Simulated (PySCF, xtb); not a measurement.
B(F)2(NMe2) (C2H6BF2N), SMILES CN(C)B(F)F. The values are those of a single conformer.

Harmonic wavenumbers (cm⁻¹) from GFN2-xTB run with xtb 6.7.1 at its own minimum, in rising order: 126, 167, 175, 203, 285, 334, 432, 459, 508, 719, 1012, 1059, 1093, 1138, 1190, 1217, 1261, 1411, 1416, 1466, 1474, 1475, 1480, 1554, 2949, 2951, 2967, 2972, 3055, 3055.

Question: What does PySCF with PBE-D3(BJ)/def2-SVP give at its own minimum? (An estimate is asked for; the answer gives what the named calculation found.)

Answer: 124, 163, 201, 227, 263, 343, 462, 476, 630, 715, 998, 1049, 1079, 1136, 1189, 1234, 1358, 1397, 1400, 1409, 1419, 1423, 1425, 1563, 2927, 2933, 2984, 2992, 3093, 3094. Paired by order, the mean absolute difference is 28 cm⁻¹ and the zero-point energies are 56.6 and 56.8 kcal/mol.
